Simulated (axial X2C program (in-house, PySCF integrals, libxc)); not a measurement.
Ω levels of NPmO from open-shell CI on f(δφ)2 f(π)0

Computed with an axial X2C code built on PySCF integrals: two-component X2C with atomic mean-field Coulomb and Gaunt terms, basis N dyall-v3z, Pm dyall-v3z, O dyall-v3z (cores contracted in-house). Orbitals come from Hartree–Fock averaged over the configuration Pm f(δφ)2 f(π)0; CI then distributes these electrons over the f(δφ), f(π) shells of Pm.

N–Pm–O held linear, bonds 1.661 and 1.720 Å (the second held) (near the minimum of the configuration average).

Lowest levels of this model:

```json
{"Ω": "4", "energy (cm⁻¹)": "0", "g∥": "6.10", "μ (D)": "1.16", "configuration": "100% f(δφ)2"}
{"Ω": "5", "energy (cm⁻¹)": "3176", "g∥": "10.03", "μ (D)": "1.16", "configuration": "100% f(δφ)2"}
{"Ω": "0", "energy (cm⁻¹)": "5384", "g∥": "0.00", "μ (D)": "1.16", "configuration": "100% f(δφ)2"}
{"Ω": "6", "energy (cm⁻¹)": "5888", "g∥": "13.98", "μ (D)": "1.16", "configuration": "100% f(δφ)2"}
{"Ω": "1", "energy (cm⁻¹)": "7259", "g∥": "3.56", "μ (D)": "1.16", "configuration": "100% f(δφ)2"}
{"Ω": "0", "energy (cm⁻¹)": "13655", "g∥": "0.00", "μ (D)": "1.16", "configuration": "100% f(δφ)2"}
{"Ω": "1", "energy (cm⁻¹)": "13682", "g∥": "2.33", "μ (D)": "1.16", "configuration": "100% f(δφ)2"}
{"Ω": "2", "energy (cm⁻¹)": "14097", "g∥": "5.94", "μ (D)": "1.16", "configuration": "100% f(δφ)2"}
{"Ω": "0", "energy (cm⁻¹)": "15748", "g∥": "0.00", "μ (D)": "1.16", "configuration": "100% f(δφ)2"}
{"Ω": "0", "energy (cm⁻¹)": "17222", "g∥": "0.00", "μ (D)": "1.16", "configuration": "100% f(δφ)2"}
{"Ω": "1", "energy (cm⁻¹)": "21115", "g∥": "2.07", "μ (D)": "1.16", "configuration": "100% f(δφ)2"}
{"Ω": "4", "energy (cm⁻¹)": "25593", "g∥": "8.03", "μ (D)": "1.15", "configuration": "100% f(δφ)2"}
{"Ω": "6", "energy (cm⁻¹)": "26986", "g∥": "12.02", "μ (D)": "1.18", "configuration": "100% f(δφ)2"}
```

g∥ is the magnitude of 2⟨Lz + ge Sz⟩ for the +Ω component. μ is positive if the O end is positive.

Q: From Ω and g∥ of the lowest level, whose 2⟨Lz + ge Sz⟩ is positive, find ⟨Sz⟩ and ⟨Lz⟩ (ge = 2.0023).

A: Ω = ⟨Lz⟩ + ⟨Sz⟩ = 4 and ⟨Lz⟩ + ge⟨Sz⟩ = 3.050, so ⟨Sz⟩ = -0.95 and ⟨Lz⟩ = 4.95.

Occupations of the active spinors in the lowest level by ω, shell by shell in order of energy: -7/2: 0.00; -5/2: 0.00 0.00; -3/2: 0.00 0.00; -1/2: 0.00; 1/2: 0.00; 3/2: 1.00 0.00; 5/2: 0.54 0.46; 7/2: 0.00. The leading determinant has weight 0.54 among 5.

This point took 5.6 s on 1 thread of Arm Neoverse N1 (shared host).

Dynamic correlation is missing, so gaps between terms are too wide and other configurations may lie lower; the lowest level listed is that of this model, not necessarily the ground state. At most 6 roots were kept for each Ω > 0 (twice that for Ω = 0) within 3.5 eV of the lowest, so higher up levels can be missing between those listed; levels with Ω > 0 are doubly degenerate and listed once, Ω = 0 levels singly. States that fill the shells left empty in the average are placed too high. The molecule was held linear; bending was not examined.
